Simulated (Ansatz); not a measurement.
Species: C6H6N2, SMILES `c1cc2[nH]ccc2[nH]1` (charge 0, multiplicity 1).

Q: Give a relaxed geometry from PBE-D3(BJ)/def2-SVP in Ansatz (a first-principles code).

A: the end point of this relaxation (outside a Z-matrix the atoms follow the SMILES, hydrogens last).
Cartesian coordinates (Å) in one orientation:
```xyz
14

C     -2.133     0.036     0.053
C     -1.373    -1.127     0.200
C     -0.015    -0.699     0.101
N      1.297    -1.130     0.127
C      2.133    -0.036    -0.053
C      1.373     1.127    -0.200
C      0.015     0.699    -0.101
N     -1.297     1.130    -0.127
H     -3.221     0.162     0.064
H     -1.772    -2.134     0.356
H      1.612    -2.088     0.257
H      3.221    -0.162    -0.064
H      1.772     2.134    -0.356
H     -1.612     2.088    -0.257
```
